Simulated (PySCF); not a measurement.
Coordinates in bohr (charge 0 multiplicity 2):
```
Br    0.0000    0.0000   -0.2290
F     3.3787    0.0000    0.4757
F    -3.3787    0.0000    0.4757
```

These are results of UPBE0 in PySCF with Br def2-TZVP, F def2-TZVP; no relativity; density-fitted integrals, not measurements.

This geometry of BrF2 is a stationary point at this level.

(1) What is the point group?

(2) Is it a minimum?

(3) List the harmonic modes with their infrared intensities.

(4) What is the atomisation energy, with and without zero-point energy?

Answers

(1) C2v.

(2) Yes: all harmonic wavenumbers are real.

(3) 
```json
{"symmetry": "a1", "ω (cm⁻¹)": "168", "IR (km/mol)": "7.6"}
{"symmetry": "b2", "ω (cm⁻¹)": "549", "IR (km/mol)": "189"}
{"symmetry": "a1", "ω (cm⁻¹)": "571", "IR (km/mol)": "2.8"}
```

(4) 388 kJ/mol without, 380 kJ/mol with.

This need not be the most stable arrangement of these atoms.
